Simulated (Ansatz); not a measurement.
`O=C(S)[TeH]` + `[NH2][GeH3]` → `O=C(S)[NH][GeH3]` + H₂Te at 600 K and 1 bar (substitution at a C–Te bond).

Calculated with Ansatz (gas phase, PBE0-D4/def2-TZVP geometries, no zero-point term in ΔE). CBS: MP2 limit from def2 TZ/QZ plus the TZ coupled-cluster correction, frozen cores. def2 core potentials past Kr. For Ge, Te outer-core shells are correlated without core-valence functions, which leaves a few kJ/mol of doubt a bond. Scalar relativity is left out up to krypton. Each species was taken in one conformer, which may not be the lowest.

```csv
species,CCSD(T)/CBS energy (Eh),H − E (kJ/mol),S (J/(mol·K))
`O=C(S)[TeH]`,-779.90875,111.4,397.0
`[NH2][GeH3]`,-2133.81884,167.5,333.3
`O=C(S)[NH][GeH3]`,-2644.83638,219.4,454.2
H₂Te,-268.91024,52.9,255.0
```

H − E and S are ideal-gas, rigid-rotor, harmonic terms from PBE0-D4/def2-TZVP, for one conformer and one mirror image of each species. 1 Eh = 2625.50 kJ/mol, R = 8.31446 J/(mol·K).

**Question.** By hand: ΔE, ΔH, ΔS and ΔG.

**Answer.** ΔE = (-2644.83638) + (-268.91024) − (-779.90875) − (-2133.81884) = -0.01903 Eh = -50.0 kJ/mol. Δ(H − E) = 219.4 + 52.9 − 111.4 − 167.5 = -6.6, so ΔH = -56.6 kJ/mol. ΔS = 454.2 + 255.0 − 397.0 − 333.3 = -21.1 J/(mol·K). ΔG = -56.6 − 600 × (-21.1)/1000 = -43.9 kJ/mol.

**Question.** By hand: the equilibrium constant, and the temperature at which ΔG would vanish if ΔH and ΔS stayed fixed.

**Answer.** log₁₀ K = −ΔG/(RT ln 10) = 3.8. ΔG = 0 at ΔH/ΔS = 2682 K, far beyond where these terms or the molecules hold.

ΔH outweighs TΔS. A doubt of 5 kJ/mol in ΔE shifts log₁₀ K by 0.4 here. Other conformers and mirror images would add mixing entropy, several J/(mol·K) or more a flexible species. These are equilibria of isolated gas molecules and say nothing of rates. Largest T1 diagnostic: 0.016 (customary marks: 0.02 for closed shells, 0.045 for open ones).
